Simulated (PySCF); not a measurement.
Identify the unknown among the candidates.

All candidates are C5H10F2Si.

| technique | computed result |
| --- | --- |
| 13C NMR | chemical shifts (computed TMS as zero) by class: 124.0 (1 C), 37.1 (1 C), 33.2 (1 C), 31.4 (1 C), 10.1 (1 C) ppm [GIAO PBE0/pcSseg-1] |
| Dipole | 2.47 D [PBE0/pcSseg-1] |
| 1H NMR | chemical shifts (computed TMS as zero) by class: 6.43 (1 H), 4.48 (1 H), 4.17 (1 H), 2.21 (1 H), 2.04 (1 H), 1.63 (1 H), 1.35 (1 H), 1.31 (1 H), 1.02 (1 H), 0.81 (1 H) ppm [GIAO PBE0/pcSseg-1] |
| Rotational structure | rotational constants A, B, C: 2.886, 1.196, 1.035 GHz [GFN2-xTB] |
| NMR, other nuclei | isotropic shieldings of nuclei other than C and H, by class: 292 (1 F), 310 (1 F), 385 (1 Si) ppm [GIAO PBE0/pcSseg-1] |

Electronic properties: PySCF, gas phase, density fitting. Levels stand in brackets. Geometry: GFN2-xTB, one conformer, isolated molecule. Each NMR value is the plain mean over a class of atoms that symmetry, rotation or inversion makes alike.

**Question.** Which candidate is it?
A. `F[C@@H]1CCCC[Si@@H]1F`
B. `C/C(CF)=C(/[SiH3])CF`
C. `FC(F)[C@@H]1CCC[SiH2]1`

**Answer.** C. It is `FC(F)[C@@H]1CCC[SiH2]1`. Numbering: `[F:1][CH:2]([F:3])[C@@H:4]1[CH2:5][CH2:6][CH2:7][SiH2:8]1`. Its formula, C5H10F2Si, gives 1 degree of unsaturation: 1 ring and 0 π bonds in the structure found. 5 carbons fall into 5 classes; from least to most shielded: CHF2 carbon [C2] (124.0 ppm), ring sp3 carbon bound to silicon [C4] (37.1 ppm), ring CH2 carbon [C5] (33.2 ppm), ring CH2 carbon [C6] (31.4 ppm), ring sp3 carbon bound to silicon [C7] (10.1 ppm). Hydrogen classes from least to most shielded: 1 H on a CHF2 carbon, C2 (6.43 ppm), 1 H on an SiH2 silicon, Si8 (4.48 ppm), 1 H on an SiH2 silicon, Si8 (4.17 ppm), 1 H on a ring CH2 carbon, C6 (2.21 ppm), 1 H on a ring CH2 carbon, C5 (2.04 ppm), 1 H on an sp3 carbon bound to silicon, C4 (1.63 ppm), 1 H on a ring CH2 carbon, C6 (1.35 ppm), 1 H on a ring CH2 carbon, C5 (1.31 ppm), 1 H on an sp3 carbon bound to silicon, C7 (1.02 ppm), 1 H on an sp3 carbon bound to silicon, C7 (0.81 ppm). The other shieldings belong to: 292 ppm, fluorine of a CF2 group [F3]; 310 ppm, fluorine of a CF2 group [F1]; 385 ppm, SiH2 silicon [Si8]. The optimised geometry has point group C1 and is an asymmetric top.

The others, at the same levels:
- `F[C@@H]1CCCC[Si@@H]1F` fails: its computed 13C shifts are 87.8 (1 C), 36.6 (1 C), 27.1 (1 C), 25.1 (1 C), 15.5 (1 C) ppm, 1H shifts are 5.08 (1 H), 4.98 (1 H), 2.50 (1 H), 2.11 (1 H), 1.77 (1 H), 1.48 (1 H), 1.30 (1 H), 1.29 (1 H), 1.18 (1 H), 1.14 (1 H) ppm and rotational constant A is 2.228 GHz (against 2.886 GHz).
- `C/C(CF)=C(/[SiH3])CF` fails: its computed 13C shifts are 150.9 (1 C), 141.3 (1 C), 88.4 (1 C), 87.1 (1 C), 17.4 (1 C) ppm, 1H shifts are 5.37 (2 H), 5.16 (2 H), 4.34 (3 H), 1.81 (3 H) ppm and rotational constant A is 2.350 GHz (against 2.886 GHz).

Each candidate is one conformer, not necessarily the lowest. Dipoles, sizes and rotational constants follow the conformer. The torsions of the flexible species, by atom-mapped SMILES:
- `[CH3:1]/[C:2]([CH2:3][F:4])=[C:5](/[SiH3:6])[CH2:7][F:8]`: C1–C2–C3–F4 59°, C2–C5–C7–F8 165°

The conformers of `FC(F)[C@@H]1CCC[SiH2]1` and `F[C@@H]1CCCC[Si@@H]1F` aren't listed.
